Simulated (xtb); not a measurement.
xtb input (GFN2-xTB):

```bash
xtb mol.xyz --gfn 2 --ohess tight --chrg -1 --uhf 0
```
mol.xyz:
```
13

C      1.81283402    -0.39894753    -0.53547252
Ge     0.19044606     0.03102381     0.18400317
C     -1.03439353     1.56609728    -0.48611311
C     -1.10401489    -1.46846492     0.12228184
H      2.60088685     0.41271520    -0.39233036
H      1.73036294    -0.59762961    -1.60677963
H      0.28468460     0.38934512     1.78060323
H     -1.34671438     1.41039019    -1.51149817
H     -1.98699567     1.61610041     0.12881851
H     -0.54130688     2.47225572    -0.40244006
H     -0.65302919    -2.34681497     0.67794980
H     -2.04055255    -1.24155612     0.62334305
H     -1.27323544    -1.73440120    -0.87161775
```

End of the output:

```
   ------------------------------------------------------------------------

         :::::::::::::::::::::::::::::::::::::::::::::::::::::
         ::                  THERMODYNAMIC                  ::
         :::::::::::::::::::::::::::::::::::::::::::::::::::::
         :: total free energy         -12.972013957865 Eh   ::
         ::.................................................::
         :: total energy              -13.039272247812 Eh   ::
         :: zero point energy           0.099311489266 Eh   ::
         :: G(RRHO) w/o ZPVE           -0.032053199320 Eh   ::
         :: G(RRHO) contrib.            0.067258289947 Eh   ::
         :::::::::::::::::::::::::::::::::::::::::::::::::::::

optimized geometry written to: xtbopt.xyz

           -------------------------------------------------
          | TOTAL ENERGY              -13.039272247812 Eh   |
          | TOTAL ENTHALPY            -12.930835365186 Eh   |
          | TOTAL FREE ENERGY         -12.972013957865 Eh   |
          | GRADIENT NORM               0.000271133883 Eh/α |
          | HOMO-LUMO GAP               5.129686701316 eV   |
           -------------------------------------------------

------------------------------------------------------------------------
Note: The following floating-point exceptions are signalling: IEEE_UNDERFLOW_FLAG IEEE_DENORMAL
normal termination of xtb
------------------------------------------------------------------------
 total:
 SCF:
 ANC optimizer:
 analytical hessian:
```

It need not be the lowest isomer of its formula. Whether it binds its extra electron was not tested at this geometry.
